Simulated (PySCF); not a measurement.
2-ethylidene-1,3-dioxole (C5H6O2), SMILES CC=C1OC=CO1. Atoms are numbered in the order given.

```xyz
13

C     -0.3318    -2.6278     0.0000
C      0.6395    -1.4854     0.0000
C      0.2775    -0.1979     0.0000
O     -1.0154     0.2761     0.0000
C     -0.9306     1.6525     0.0000
C      0.3563     2.0092     0.0000
O      1.1393     0.8756     0.0000
H     -0.2009    -3.2745     0.8858
H     -0.2009    -3.2745    -0.8858
H     -1.3712    -2.2687     0.0000
H      1.7135    -1.6811     0.0000
H     -1.8596     2.2130     0.0000
H      0.8624     2.9690     0.0000
```

Geometry: B3LYP-D3(BJ)/def2-SVP.

Vertical ionisation energy (IE) and electron affinity (EA) in eV. Rows of orbital energies are one-electron estimates. Where ΔSCF, EOM or ADC give a negative EA the extra electron is unbound and the value depends on the basis.

```
level                                         IE    EA
------------------------------------------  ----  ----
−ε(HOMO), −ε(LUMO), PBE0/def2-TZVP (PySCF)     …     …
−ε(HOMO), −ε(LUMO), PBE/def2-TZVP (PySCF)   4.35  0.64
```

Q: What belongs in the gaps? (An estimate is asked for; the answer gives what the named calculation found.)

A: 
- −ε(HOMO), −ε(LUMO), PBE0/def2-TZVP (PySCF), IE: 5.45
- −ε(HOMO), −ε(LUMO), PBE0/def2-TZVP (PySCF), EA: -0.39
